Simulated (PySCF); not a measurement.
C3H5BO2, SMILES C=CB(O)C=O.

Geometry optimised at r2SCAN-D4/def2-SVP. This is a generated structure with no PubChem entry under its InChIKey; it may be hypothetical. One conformer was computed; it need not be the lowest.

Level of theory: TDA-PBE/def2-SVPD run with PySCF 2.14.0.

Vertical excitations. The molecule is in vacuum. State labels are in the subgroup Cs.

```
state  symmetry  energy (eV)  λ (nm)      f        main pairs
-----  --------  -----------  ------  -----  ----------------
S1           A"         2.51     495  0.000    HOMO→LUMO 99 %
S2           A'         4.14     300  0.106  HOMO−1→LUMO 88 %
S3           A"         4.36     284  0.000  HOMO→LUMO+1 98 %
S4           A"         4.71     263  0.000  HOMO−2→LUMO 97 %
S5           A"         5.33     233  0.000  HOMO−3→LUMO 99 %
S6           A'         5.77     215  0.002  HOMO→LUMO+2 92 %
S7           A'         6.11     203  0.040  HOMO−4→LUMO 80 %
S8           A'         6.57     189  0.062  HOMO→LUMO+3 97 %
S9           A"         6.60     188  0.000  HOMO−5→LUMO 98 %
S10          A'         6.67     186  0.008  HOMO→LUMO+4 99 %
T1           A"         1.94     640      0    HOMO→LUMO 99 %
T2           A'         3.18     390      0  HOMO−1→LUMO 95 %
T3           A"         4.13     301      0  HOMO→LUMO+1 98 %
T4           A"         4.42     280      0  HOMO−2→LUMO 98 %
```
Triplets are in the Tamm–Dancoff approximation.
